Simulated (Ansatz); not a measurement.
Consider the redistribution: `[OH][Sc]([F])[F]` + `N[SiH2]I` → `[NH2][Sc]([OH])[F]` + `F[SiH2]I`.

Computed with Ansatz on PBE0-D4/def2-TZVP structures; ΔE is electronic, products minus reactants. CCSD(T)/CBS adds triple-zeta CCSD(T) − MP2 to the extrapolated MP2 energy (def2 sets, frozen cores). Functionals use def2-TZVPP. def2 core potentials past Kr. For I, Sc outer-core shells are correlated without core-valence functions, which leaves a few kJ/mol of doubt a bond. Scalar relativity is left out up to krypton. Each species was taken in one conformer, which may not be the lowest.

CCSD(T)/CBS gives +45.0 kJ/mol.

Problem. Another level gave +57.4 kJ/mol. Which?
A. LC-ωPBE/def2-TZVPP
B. RPA@PBE/def2-TZVPP
C. BHLYP/def2-TZVPP
D. revPBE-D4/def2-TZVPP

Solution. D. revPBE-D4 57.4, BHLYP 49.3, RPA@PBE/def2-TZVPP 41.5, LC-ωPBE 61.9 kJ/mol.

Problem. What do rigid-rotor, harmonic-oscillator terms from PBE0-D4/def2-TZVP frequencies (298.15 K, 1 bar) make of the CCSD(T)/CBS value? (Best estimate.)

Solution. Ansatz gave: ΔZPE = -1.4 kJ/mol, ΔH = +43.2 kJ/mol, ΔS = 2 J/(mol·K), ΔG = +42.8 kJ/mol.

Largest T1 diagnostic among the species: 0.017.

At CCSD(T), def2-SVP lies +26.1 kJ/mol from the extrapolated value and def2-TZVPP +2.3 kJ/mol. Leaving LDA and LC-ωPBE aside and taking each functional with its dispersion term where it has one, the values, not all of them listed here, spread over 7.6 kJ/mol, from B2PLYP to revPBE-D4.
